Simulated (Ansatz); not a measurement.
```yaml
crystal:
  periodic: [false, false, false]
  atoms:
    - {symbol: F, position_ang: [-2.098411, 1.394814, -0.042426]}
    - {symbol: Sn, position_ang: [-0.539518, 0.667290, -0.895382]}
    - {symbol: Ge, position_ang: [0.691758, -0.757288, 0.858094]}
    - {symbol: H, position_ang: [-1.081302, -0.158287, -2.255516]}
    - {symbol: H, position_ang: [0.324974, 2.084612, -1.371295]}
    - {symbol: H, position_ang: [1.030077, 0.063426, 2.049082]}
    - {symbol: H, position_ang: [1.981281, -1.370045, 0.300310]}
    - {symbol: H, position_ang: [-0.195778, -1.926159, 1.278318]}
basis:
  gaussian: {orbitals: def2-TZVPP, fitting: {mean_field: def2-universal-jkfit}}
magnetization: {spin_polarized: true, initial_magnetization: 2}
hamiltonian: {xc: {name: HF}, dispersion: rvv10}
accuracy: high
output: {forces: true}
```

```sh
$ ansatz run in.yaml --threads 4 --pin off --events-out ev --progress --plain --max-ram 10444MiB
```

**Question.** How does Ansatz answer? (Best estimate.)

**Answer.** The calculation gave: The input was rejected before any iteration.
```
Error: inconsistent input (hamiltonian.dispersion, hamiltonian.xc): `dispersion: rvv10` has no transferable b for PBE exchange — Sabatini et al. (2013) fitted b=6.3 to rPW86, and the PBE refits of Peng & Perdew (2017) are task-dependent (b=6.6 S22 / b=10.0 layered). Use `xc: {exchange: rpw86, correlation: pbe}` for the original rVV10 or `xc: r2scan` for the r²SCAN+rVV10 pairing
```
